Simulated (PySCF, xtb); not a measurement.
Si(nBu)(OH)3 (C4H12O3Si), SMILES C([Si](O)(O)O)CCC.

GFN2-xTB (xtb 6.7.1) at its own geometry gives an orbital gap of 8.12 eV and a dipole moment of 0.69 D.

Coordinates come from a r2SCAN-D4/def2-SVP optimisation. The values are those of a single conformer.

Q: What does PySCF with PBE0/def2-SVP give? (The exact figures need the calculation; the answer reports its results.)

A: gap 9.28 eV (levels -8.05 and 1.23 eV), dipole 1.46 D.
